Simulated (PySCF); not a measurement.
## Electron correlation in Ne(2+) (neon, charge +2)

[He] 2s2 2p4, high-spin 3P determinant. Computed with PySCF 2.14 in aug-cc-pCVTZ-DK (7s6p4d2f, 59 functions), with scalar relativity by spin-free X2C-1e. Frozen: 1s2; 6 electrons correlated.

| level | correlation energy (mhartree) |
| --- | --- |
| CCSD | -165.40 |
| (T) | -1.68 |
| CCSD(T) | -167.08 |

Diagnostics: T1 = 0.0028, D1 = 0.0063, largest double amplitude 0.022.

Problem. Is a single reference adequate?

Solution. Yes: T1 lies below 0.03 and no double amplitude reaches 0.07.
